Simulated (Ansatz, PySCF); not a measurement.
F2HIOSi, SMILES O[Si](F)(F)I.

Geometry: B3LYP-D3(BJ)/def2-SVP. The def2 effective core potentials stand for the cores of I; spin–orbit coupling is left out. One conformer was computed; it need not be the lowest.

Vertical ionisation energy (IE) and electron affinity (EA) in eV. Rows of orbital energies are one-electron estimates. Where ΔSCF, EOM or ADC give a negative EA the extra electron is unbound and the value depends on the basis.

| level | IE | EA |
|---|---|---|
| −ε(HOMO), −ε(LUMO), B3LYP/def2-TZVP (PySCF) | 8.02 | 1.04 |
| −ε(HOMO), −ε(LUMO), PBE/def2-TZVP (PySCF) | 7.09 | 1.67 |
| ΔSCF, CAM-B3LYP/def2-SVPD (Ansatz), final states of multiplicity 2 and 2 | [?] | [?] |
| ΔSCF, PBE/def2-SVPD (Ansatz), final states of multiplicity 2 and 2 | 10.47 | -0.16 |

### Question
Fill in the missing entries. (The exact figures need the calculation; the answer reports its results.)

### Answer

- ΔSCF, CAM-B3LYP/def2-SVPD (Ansatz, a quantum-chemistry and plane-wave program), final states of multiplicity 2 and 2, IE: 10.76
- ΔSCF, CAM-B3LYP/def2-SVPD (Ansatz), final states of multiplicity 2 and 2, EA: -0.48

### Question
What vertical singlet–triplet gap does ΔSCF give with CAM-B3LYP/def2-SVPD (Ansatz) and with PBE/def2-SVPD (Ansatz)? (An estimate is asked for; the answer gives what the named calculation found.)

### Answer
5.65 and 5.39 eV (triplet above singlet where positive).
